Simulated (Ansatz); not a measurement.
Basis-set series for C2H3F2NOSi, SMILES `CO[Si](F)(F)C#N`. The species carries charge 0 and has multiplicity 1. All single points use the PBE0-D4/def2-TZVP geometry. It is one conformer, not always the lowest.

| functional | basis | functions | energy (Eh) | HOMO (eV) | LUMO (eV) |
| --- | --- | --- | --- | --- | --- |
| PBE0-D4 | def2-SVP | 117 | -696.37073 | -9.63 | -0.76 |
| PBE0-D4 | def2-TZVPP | 270 | -696.98562 | -9.73 | -0.98 |
| ωB97M-V | def2-SVP | 117 | -696.78347 | -12.02 | 1.52 |
| ωB97M-V | def2-TZVPP | 270 | -697.40987 | -12.14 | 1.20 |

Q: Give the rows for def2-QZVPP. (Best estimate.)

A: Ansatz gave: 
| functional | basis | functions | energy (Eh) | HOMO (eV) | LUMO (eV) |
| --- | --- | --- | --- | --- | --- |
| PBE0-D4 | def2-QZVPP | 502 | -697.01874 | -9.76 | -1.03 |
| ωB97M-V | def2-QZVPP | 502 | -697.44067 | -12.17 | 1.07 |

Positive LUMOs are unbound and depend on the basis.
